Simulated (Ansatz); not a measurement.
Method: frozen-core CCSD(T)/def2-TZVPP // r2SCAN-D4/def2-SVP in Ansatz (a quantum-chemistry and plane-wave program).

Ansatz 0.2 input:
```yaml
crystal:
  periodic: [false, false, false]
  atoms:
    - { symbol: Ti, position_ang: [0.072342, 0.018644, -0.040748] }
    - { symbol: Cl, position_ang: [1.838018, 0.625167, 1.047385] }
    - { symbol: Cl, position_ang: [0.19882, -0.100218, -2.194673] }
    - { symbol: H, position_ang: [-0.357514, -1.505866, 0.517686] }
    - { symbol: H, position_ang: [-1.141681, 1.119482, 0.326763] }
basis:
  gaussian: { orbitals: def2-TZVPP }
correlation:
  method: ccsd_t
```

Output:

```
Functional definition: HF
1088 factors; integrals over basis functions are off by at most 9.1e-4 eV
mean field evaluation 1: about -48123.6442 eV, gradient 3.8e1 eV
mean field evaluation 2: about -48123.7865 eV, gradient 3.8e1 eV
mean field evaluation 4: about -48127.9744 eV, gradient 3.8e0 eV
mean field evaluation 8: about -48128.0848 eV, gradient 5.5e-1 eV
mean field evaluation 16: about -48128.0863 eV, gradient 1.7e-6 eV
mean field -48128.08632008 eV, -1768.6745498743 hartree, gradient 1.7e-6 eV, S^2 0.000000; 0 other end points of the search recorded, 0 dependent functions left out
15 core orbitals not correlated
reference -48128.08632008 eV, -1768.6745498743 hartree; 14, 14 occupied and 147, 147 virtual orbitals, 1088 factors
second order -22.12492709 eV of doubles, -0.00000000 eV of singles
cycle   1  -22.11003942 eV  change    1.5e-2 eV  update   2.2e-1
cycle   2  -22.93530734 eV  change   -8.3e-1 eV  update   1.4e-1
cycle   3  -23.18479287 eV  change   -2.5e-1 eV  update   4.9e-2
cycle   4  -23.19597516 eV  change   -1.1e-2 eV  update   1.8e-2
cycle   5  -23.16945237 eV  change    2.7e-2 eV  update   6.9e-3
cycle   6  -23.16868214 eV  change    7.7e-4 eV  update   2.3e-3
cycle   7  -23.16933661 eV  change   -6.5e-4 eV  update   1.1e-3
cycle   8  -23.16930852 eV  change    2.8e-5 eV  update   5.1e-4
cycle   9  -23.16963044 eV  change   -3.2e-4 eV  update   3.0e-4
cycle  10  -23.16967417 eV  change   -4.4e-5 eV  update   1.2e-4
cycle  11  -23.16954089 eV  change    1.3e-4 eV  update   7.3e-5
cycle  12  -23.16952436 eV  change    1.7e-5 eV  update   5.1e-5
cycle  13  -23.16952930 eV  change   -4.9e-6 eV  update   2.8e-5
cycle  14  -23.16953097 eV  change   -1.7e-6 eV  update   9.1e-6
perturbative correction -1.26873768 eV, -0.0466252498 hartree
Total energy: -48152.52458874 eV, -1769.5726396826 hartree
```

Cost: around 25 core-seconds (rough).
